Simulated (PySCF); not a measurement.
How the method changes the constants of SiAg

State: ²Π (doublet), unpaired electrons π ↑. Set-up: basis Si x2c-TZVPPall, Ag x2c-TZVPPall; spin-free X2C with a Gaussian nucleus; PySCF 2.14. De refers to Si + Ag (4d10 5s1) in their high-spin ground configurations, without counterpoise correction. The functionals are run spin-unrestricted. A positive dipole means Si(−)Ag(+). Levels whose curve was spin-contaminated or gave no clean fit are not listed.

```
    Level  Re (Å)  ωe (cm⁻¹)  De (eV)  μ (D)  CPU s a point (SCF and correlation, without the integrals)
  UHF-MP2   2.313        309      n/a    n/a                                                         6.9
      PBE   2.365        298     2.12   0.82                                                         2.9
   r²SCAN   2.349        307     1.99   1.29                                                         4.4
    B3LYP   2.400        279     1.81   0.94                                                         6.1
     PBE0   2.388        288     1.80   1.48                                                         6.3
      M06   2.417        285     2.02   0.87                                                         6.5
BHandHLYP   2.436        270     1.48   1.72                                                         4.7
  LC-ωPBE   2.389        299     1.55   2.78                                                         9.1
   B2PLYP   2.372        290     1.81   1.84                                                         7.1
```

Task: What does a quarter of exact exchange do here, going from PBE to PBE0?

Result: PBE0 less PBE: +2.3 pm in Re, -3.4 % in ωe, -0.32 eV in De. Exact exchange removes part of the self-interaction that spreads semilocal densities, and in most molecules shortens and stiffens the bond and lowers De; here Re and ωe go the other way.

Task: What does the step from GGA to meta-GGA do here, going from PBE to r²SCAN?

Result: r²SCAN less PBE: -1.6 pm in Re, +3.0 % in ωe, -0.13 eV in De. 

Correlated steps freeze 19 core orbitals. Spin–orbit coupling is left out, which matters for elements this heavy, above all for dissociation energies. B2PLYP dipoles, levels and charges come from its SCF part alone. With d or f electrons several states lie close, and the lowest PBE0 determinant need not be the measured ground state.

The whole job (state search and all levels along the bond) took about 8.5 min on 2 threads of Arm Neoverse V2 (shared host), peak memory 6.5 GiB.
